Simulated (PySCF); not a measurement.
## TDDFT excited states: C8H10O

C8H10O.
SMILES with atom numbers: `[CH3:1][O:2][CH2:3][c:4]1[cH:5][cH:6][cH:7][cH:8][cH:9]1` (hydrogens: H10, H11, H12 on C1; H13, H14 on C3; H15 on C5; H16 on C6; H17 on C7; H18 on C8; H19 on C9)

Theory: TDDFT wB97X-D/def2-SVPD, vertical, gas phase, core orbitals frozen in the response (PySCF). Isolated species at its PBE0-D3(BJ)/def2-SVP geometry (one conformer only). Torsions of this conformer, `[CH3:1][O:2][CH2:3][c:4]1[cH:5][cH:6][cH:7][cH:8][cH:9]1`: C1–O2–C3–C4 70°, O2–C3–C4–C5 -142°.

Q: What does the calculation give for the low-lying excited states?

A: 

```
state  E (eV)  E (kJ/mol)  λ (nm)       f  main configurations (H = HOMO, L = LUMO)
   S1    5.41         522   229.0  0.0003       H→L+1 (42%), H-1→L (36%), H→L (12%)
   S2    6.09         587   203.7   0.020     H→L (52%), H-1→L+1 (27%), H→L+1 (11%)
   S3    6.75         651   183.7   0.023                               H-2→L (80%)
   S4    6.95         671   178.3   0.388   H→L+1 (29%), H-1→L (29%), H-1→L+1 (18%)
   S5    7.01         676   177.0   0.711     H-1→L+1 (39%), H→L (21%), H-1→L (17%)
   S6    7.11         686   174.3   0.069                             H-2→L+1 (77%)
   S7    7.36         711   168.4   0.018                  H→L+2 (79%), H→L+3 (13%)
   S8    7.50         724   165.3  0.0035              H-1→L+2 (76%), H-1→L+3 (16%)
   S9    7.71         743   160.9   0.025              H-2→L+2 (65%), H-2→L+3 (18%)
  S10    7.76         749   159.8   0.011                  H-4→L (48%), H-3→L (36%)
```

Triplets (Tamm–Dancoff): T1 4.16 eV, H→L (48%), H-1→L+1 (29%), H→L+1 (9%); T2 4.80 eV, H→L+1 (63%), H-1→L (32%); T3 4.82 eV, H-1→L+1 (52%), H→L (40%); T4 5.19 eV, H-1→L (51%), H→L+1 (26%), H-1→L+1 (16%).

The lowest singlet comes at 229 nm (522 kJ/mol) in the ultraviolet; it is dark (f under 0.0005); its leading configuration is HOMO→LUMO+1 (42%). The most intense listed level is S5 at 7.01 eV (177 nm, f = 0.711), 1.59 eV above S1. Löwdin shares by element: HOMO carbon 68% or more (atoms not listed hold the other 32%); LUMO carbon 69% or more (atoms not listed hold the other 31%). The oscillator strengths of these states sum to 1.269; summed over the whole spectrum of an exact calculation they would give the number of electrons, 66 (Thomas–Reiche–Kuhn). Orbital energies (eV): HOMO-3 -10.93, HOMO-2 -9.55, HOMO-1 -9.14, HOMO -8.92, LUMO 1.33, LUMO+1 1.43, LUMO+2 2.31. Weighted by f, the mean energy of these states is 7.00 eV. The vertical ionisation energy (ΔSCF) is 9.00 eV, 1.24 eV above S10. The window holds the lowest 10 singlets.

Time: 7.0 min wall. Hardware: an Arm Neoverse V1 with one thread, on a shared host.
